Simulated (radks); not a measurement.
Problem. All-electron atom: the ruthenium ion Ru+ in [Ar] 3d10 4s2 4p5.5 4d7.5 (fractional occupations, a model configuration). Method: scalar-relativistic Kohn-Sham, TASK exchange with Perdew-Wang LDA correlation, spin-unpolarised, spherical densities, finite nucleus; meta-GGA in the generalised Kohn-Sham scheme; Fermi nuclear charge, rms radius 4.4809 fm; computed with a radial shooting solver on a logarithmic mesh with Libxc functionals. Some entries of the table are withheld. Estimate them.

orbital,occ.,eigenvalue (eV),r(max) (bohr),<r> (bohr)
1s,2,-21993.84,0.02172,0.03347
2s,2,(1),0.1230,0.1458
2p,6,-2853.563,(2),0.1271
3s,2,-574.0532,0.3618,0.4027
3p,6,-463.8566,0.3549,0.4029
3d,10,-285.8828,(3),0.3839
4s,2,-87.2414,0.9188,1.028
4p,5.5,-56.3365,0.9865,1.136
4d,7.5,-12.6060,1.203,(4)

Solution. 
(1) 2s eigenvalue (eV): -3186.426
(2) 2p r(max) (bohr): 0.09825
(3) 3d r(max) (bohr): 0.3013
(4) 4d <r> (bohr): 1.580
